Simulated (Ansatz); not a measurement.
Redistribution: SiH(CH3)F2 + Si(SiH3)2F2 → SiH(CH3)(SiH3)F + Si(SiH3)F3

Gas-phase species: SiH(CH3)F2, singlet; Si(SiH3)2F2, singlet; SiH(CH3)(SiH3)F, singlet; Si(SiH3)F3, singlet. The partners trade F for SiH3; both sit on Si, so the bond types are kept.

Shapes, held fixed at every level: PBE0-D4/def2-TZVP. Programs: Ansatz 0.2.0. The zero-point and thermal change to 298 K, harmonic and unscaled (PBE0-D4/def2-TZVP), is -0.3 kJ/mol.

| level | kind | ΔH(298 K) (kJ/mol) | less CCSD(T)/CBS estimate |
| --- | --- | --- | --- |
| SPW92/def2-TZVPP | LDA | -2.9 | +0.5 |
| PBE-D4/def2-TZVPP | GGA | -1.2 | +2.2 |
| B3LYP-D4/def2-TZVPP | global hybrid | -0.9 | +2.5 |
| PBE0-D4/def2-TZVPP | global hybrid | -2.5 | +0.9 |
| wB97X-V/def2-TZVPP | range-separated hybrid | -2.8 | +0.6 |
| MP2/def2-SVP | perturbation theory | -3.0 | +0.4 |
| CCSD(T)/CBS estimate | coupled cluster or CI | -3.4 | 0.0 |

The highest level, CCSD(T)/CBS estimate, gives ΔH(298 K) = -3.4 kJ/mol; the levels span -3.4 to -0.9. That is about zero within the method's error. The column of differences is taken from that level and isn't an error. No measured value is set beside it here. The CBS estimate extrapolates MP2 from def2-TZVPP and def2-QZVPP and adds CCSD(T) − MP2 in the triple-zeta set, cores frozen.
